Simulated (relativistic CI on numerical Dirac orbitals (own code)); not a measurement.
**Level scheme of Ti⁸⁺**

Computed by Dirac-Coulomb-Breit CI, KLI orbitals optimised for each configuration, model QED (radiative potential, 1s self-energy scaled to tabulated hydrogen-like ionisation energies), unscaled Slater integrals (own radial code, finite nucleus).

Configurations in the expansion (outside the closed core [Ne]): 3s2.3p2, 3s.3p3, 3s2.3p.3d, 3p4, 3s.3p2.3d, 3p3.3d, 3s.3p.3d2, 3s2.3p.4s, 3s2.3p.4p, 3s2.3d.4p, 3p3.4s, 3s2.3p.4d, 3p3.4p, 3s2.3d2, 3s.3d3, 3p2.3d2, 3p.3d3, 3p.3d2.4s, 3p.3d2.4p, 3p.3d2.4d, 3s2.3d.4s, 3s.3d2.4s. Double excitations out of closed p, d and f shells are left out; levels of such configurations are missing from the list, as are those of other unlisted configurations, and high levels can miss mixing partners.

The lowest level is 3s2.3p2 3P_0, with 95 % of that term; Hund's rules for 3s2.3p2 give 3P with J = 0, in agreement.

```csv
No.,Configuration,Term,J,E (eV),%,Next component (%),jj configuration (%)
1,3s2.3p2,3P,0,0.0000,95,3 3s.3p2.3d 3P,3p1/2^2 (73)
2,3s2.3p2,3P,1,0.3760,96,3 3s.3p2.3d 3P,3p1/2 3p3/2 (96)
3,3s2.3p2,3P,2,0.8957,94,3 3s.3p2.3d 3P,3p3/2^2 (51)
4,3s2.3p2,1D,2,3.8696,94,2 3s.3p2.3d 1D,3p1/2 3p3/2 (51)
5,3s2.3p2,1S,0,8.0384,94,4 3p4 1S,3p3/2^2 (72)
6,3s.3p3,5S°,2,17.5036,99,1 3s.3p.3d2 5S°,3s 3p1/2 3p3/2^2 (55)
7,3s.3p3,3D°,1,24.8146,85,12 3s2.3p.3d 3D°,3s 3p1/2 3p3/2^2 (38)
8,3s.3p3,3D°,2,24.8267,85,11 3s2.3p.3d 3D°,3s 3p1/2 3p3/2^2 (57)
9,3s.3p3,3D°,3,24.9121,87,11 3s2.3p.3d 3D°,3s 3p1/2 3p3/2^2 (87)
10,3s.3p3,3P°,0,28.7508,87,11 3s2.3p.3d 3P°,3s 3p1/2 3p3/2^2 (87)
11,3s.3p3,3P°,1,28.7652,86,11 3s2.3p.3d 3P°,3s 3p1/2 3p3/2^2 (58)
12,3s.3p3,3P°,2,28.7759,84,11 3s2.3p.3d 3P°,3s 3p3/2^3 (47)
13,3s.3p3,1D°,2,31.7543,52,43 3s2.3p.3d 1D°,3s 3p1/2 3p3/2^2 (40)
14,3s.3p3,3S°,1,38.0753,86,8 1P°,3s 3p1/2 3p3/2^2 (52)
15,3s2.3p.3d,3F°,2,38.8111,96,2 3p3.3d 3F°,3p1/2 3d3/2 (73)
16,3s2.3p.3d,3F°,3,39.1301,97,2 3p3.3d 3F°,3p3/2 3d3/2 (48)
17,3s2.3p.3d,3F°,4,39.5827,97,2 3p3.3d 3F°,3p3/2 3d5/2 (97)
18,3s.3p3,1P°,1,39.6528,78,10 3s2.3p.3d 1P°,3s 3p3/2^3 (44)
19,3s2.3p.3d,3P°,2,44.7188,59,14 1D°,3p1/2 3d5/2 (61)
20,3s2.3p.3d,3P°,1,45.1444,80,10 3s.3p3 3P°,3p1/2 3d3/2 (29)
21,3s2.3p.3d,3P°,0,45.3295,85,11 3s.3p3 3P°,3p3/2 3d3/2 (85)
22,3s2.3p.3d,1D°,2,45.4042,39,31 3s.3p3 1D°,3p3/2 3d5/2 (50)
23,3s2.3p.3d,3D°,1,46.3074,79,11 3s.3p3 3D°,3p3/2 3d3/2 (50)
24,3s2.3p.3d,3D°,2,46.4515,80,11 3s.3p3 3D°,3p3/2 3d3/2 (53)
25,3s2.3p.3d,3D°,3,46.5172,84,11 3s.3p3 3D°,3p3/2 3d5/2 (57)
26,3s2.3p.3d,1F°,3,51.3023,96,2 3s.3p.3d2 1F°,3p3/2 3d3/2 (39)
27,3s2.3p.3d,1P°,1,52.5753,85,9 3s.3p3 1P°,3p3/2 3d5/2 (56)
28,3p4,3P,2,53.2644,54,39 3s.3p2.3d 3P,3p3/2^2 (49)
29,3p4,3P,1,53.8262,56,42 3s.3p2.3d 3P,3p1/2 3p3/2^3 (56)
30,3p4,3P,0,54.0197,55,42 3s.3p2.3d 3P,3p3/2^4 (33)
```

Energies count from the lowest computed level; ° marks odd parity. Filled j subshells are mostly left out of the jj labels.

The mean weight of the leading LS term, summed over parents, in these 30 levels is 82 %, and that of the leading jj configuration (from the same eigenvectors) 58 %, so LS coupling describes them better.

At this charge configurations can still be misplaced by up to about 7 % of their energy.

Landé's interval rule says that E(J) − E(J−1) = AJ with one A. For the ground term the intervals give A = 3032.6, 2095.7 cm⁻¹ for J = 1, 2; the multiplet is regular.

LS names give the leading component of a level, which can be under half, so a name can repeat, a term be missing and a line seem to break the LS rules.
